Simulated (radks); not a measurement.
Task: Au12+, configuration [Kr] 4d10 4f14 5s2 5p5. All-electron calculation, Dirac Kohn-Sham, BLYP, spin-unpolarised, spherical densities, finite nucleus; open shells fill j = l - 1/2 first; Fermi nuclear charge, rms radius 5.4371 fm. Program: a radial shooting solver on a logarithmic mesh with Libxc functionals. Some entries of the table are withheld. Estimate them.

orbital,occ.,eigenvalue (eV),<r^2> (bohr^2),<r> (bohr)
1s1/2,2,-80845.58,0.0003934,0.01687
2s1/2,2,(1),0.005938,0.07046
2p1/2,2,-13863.48,0.004201,0.05797
2p3/2,4,-12027.31,0.005388,0.06652
3s1/2,2,-3578.922,0.03856,0.1833
3p1/2,2,-3317.862,0.03514,0.1735
3p3/2,4,-2912.444,0.04156,0.1892
3d3/2,4,-2477.428,0.03186,0.1647
3d5/2,6,-2390.222,0.03361,0.1695
4s1/2,2,-949.7578,(2),0.4065
4p1/2,2,(3),0.1903,0.4088
4p3/2,4,(4),0.2226,0.4425
4d3/2,4,-557.4242,0.2342,0.4502
4d5/2,6,-539.1889,0.2455,0.4611
5s1/2,2,-317.9414,0.8644,0.8807
4f5/2,6,(5),0.2813,0.4846
4f7/2,8,(6),0.2884,0.4908
5p1/2,2,-278.8220,0.9619,0.9276
5p3/2,3,-258.2564,1.102,0.9932

Result: 
(1) 2s1/2 eigenvalue (eV): -14441.84
(2) 4s1/2 <r^2> (bohr^2): 0.1867
(3) 4p1/2 eigenvalue (eV): -838.1277
(4) 4p3/2 eigenvalue (eV): -740.5882
(5) 4f5/2 eigenvalue (eV): -303.5475
(6) 4f7/2 eigenvalue (eV): -299.6236
